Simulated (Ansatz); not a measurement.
Geometry optimisation, RKS PBE/def2-SVP in Ansatz 0.2.0.

Input:

```yaml
crystal:
  periodic: [false, false, false]
  atoms:
    - { symbol: Ge, position_ang: [0.0, 0.0, 0.0] }
    - { symbol: H, position_ang: [1.0763, 0.0, 1.3798] }
    - { symbol: H, position_ang: [1.6596, 0.0, 0.5553] }
    - { symbol: H, position_ang: [-0.73, 1.2648, -0.5162] }
    - { symbol: H, position_ang: [-0.73, -1.2648, -0.5162] }
basis:
  gaussian: { orbitals: def2-SVP }
hamiltonian:
  xc: pbe
relax:
  f_tol: 0.15
  max_steps: 25
  restrain:
    - { distance: [1, 2], at: 1.86, k: 30.0 }
    - { distance: [0, 1], at: 1.55, k: 30.0 }
    - { distance: [0, 2], at: 1.55, k: 30.0 }
```

Run as:

```bash
$ ansatz run input.yaml --threads 1 --pin off --max-ram 2048MiB --backend cpu --events-out ev --progress --plain --runs-dir out
```

Q: Where does it end, and by what steps?

A: It converged. The restraints hold the end off the free minimum. After 5 steps the energy has fallen by 2.872 eV (the restraints' own energy left out); H3 moved furthest, 0.55 Å.

| step | energy less start (eV) | largest force component (eV/Å) | accepted |
| --- | --- | --- | --- |
| 0 | 0.0000 | 2.557 | yes |
| 1 | -1.1044 | 2.571 | yes |
| 2 | -2.1271 | 1.976 | yes |
| 3 | -2.7526 | 1.722 | yes |
| 4 | -2.8581 | 1.362 | yes |
| 5 | -2.8719 | 1.360 | yes |

```xyz
5
Properties=species:S:1:pos:R:3
Ge 0.135 0.000 0.096
H 0.559 0.000 1.569
H 1.665 0.000 0.004
H -0.542 1.295 -0.383
H -0.542 -1.295 -0.383
```

Run time: 6.2 s on 1 thread of Arm Neoverse V1 (shared host), peak memory 0.095 GiB.
